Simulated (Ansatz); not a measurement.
`O=C=NB(F)Cl` at its PBE0-D4/def2-TZVP geometry, where that method's forces vanish. Total charge 0; spin multiplicity 1.

```xyz
6

O    -0.3091   -0.7793   -2.4685
C    -0.0471   -0.6118   -1.3551
N     0.2770   -0.5165   -0.1995
B     0.1417    0.2721    0.9625
F     0.7576   -0.0995    2.0623
Cl   -0.8200    1.7350    0.9983
```

What forces (eV/Å) does B3LYP-D4/def2-TZVPP give on these atoms in the Gaussian-basis code of Ansatz? (Estimate.)

Ansatz gave: 
```
O1  -0.082 -0.047 -0.338
C2   0.054  0.012  0.186
N3   0.029 -0.018  0.052
B4   0.013 -0.076 -0.111
F5   0.115 -0.069  0.204
Cl6 -0.129  0.198  0.007
```

B3LYP here is the variant with VWN-RPA as its local correlation; programs differ in this.
